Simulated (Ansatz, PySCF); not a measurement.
Spin states of F3Re (SMILES [F][Re]([F])[F]), each relaxed with B3LYP-D3(BJ)/def2-TZVP.
State 1 (charge 0, multiplicity 3):
```xyz
4

Re    -0.0142     0.0171    -0.0143
F     -1.5484    -0.9781    -0.0204
F     -0.0158     1.7041    -0.7209
F      1.5204    -0.6760     0.6996
```
State 2 (charge 0, multiplicity 1):
```tsv
atom	x (Å)	y (Å)	z (Å)
Re	0.1331	-0.0508	0.0549
F	-1.5681	-0.7034	-0.1402
F	-0.2591	1.5593	-0.7274
F	1.6361	-0.7380	0.7566
```

Singlets are restricted, other states unrestricted; no spin–orbit coupling, no relativity up to Kr; see below for the cores. The largest T1 diagnostic is 0.027.

The values were computed with Ansatz (a program for electronic structure) with Gaussian orbitals; PySCF for the dispersion terms.  In def2 rows elements past Kr take small-core potentials, without spin–orbit coupling.

```json
[
 {"level": "SVWN5/def2-TZVPP", "energy of the multiplicity-1 state less that of the multiplicity-3 state (kcal/mol)": "(withheld)"},
 {"level": "PBE-D3(BJ)/def2-TZVPP", "energy of the multiplicity-1 state less that of the multiplicity-3 state (kcal/mol)": "19.08"},
 {"level": "PBE-D4/def2-TZVPP", "energy of the multiplicity-1 state less that of the multiplicity-3 state (kcal/mol)": "19.08"},
 {"level": "B97M-V/def2-TZVPP", "energy of the multiplicity-1 state less that of the multiplicity-3 state (kcal/mol)": "19.96"},
 {"level": "B3LYP-D4/def2-TZVPP", "energy of the multiplicity-1 state less that of the multiplicity-3 state (kcal/mol)": "19.20"},
 {"level": "PBE0-D3(BJ)/def2-TZVPP", "energy of the multiplicity-1 state less that of the multiplicity-3 state (kcal/mol)": "22.51"},
 {"level": "BHLYP/def2-TZVPP", "energy of the multiplicity-1 state less that of the multiplicity-3 state (kcal/mol)": "22.64"},
 {"level": "CAM-B3LYP-D3(BJ)/def2-TZVPP", "energy of the multiplicity-1 state less that of the multiplicity-3 state (kcal/mol)": "19.97"},
 {"level": "wB97M-V/def2-TZVPP", "energy of the multiplicity-1 state less that of the multiplicity-3 state (kcal/mol)": "(withheld)"}
]
```

Problem. Some entries are withheld; supply them.

Solution. 
- SVWN5/def2-TZVPP, energy of the multiplicity-1 state less that of the multiplicity-3 state (kcal/mol): 15.19
- wB97M-V/def2-TZVPP, energy of the multiplicity-1 state less that of the multiplicity-3 state (kcal/mol): 18.13
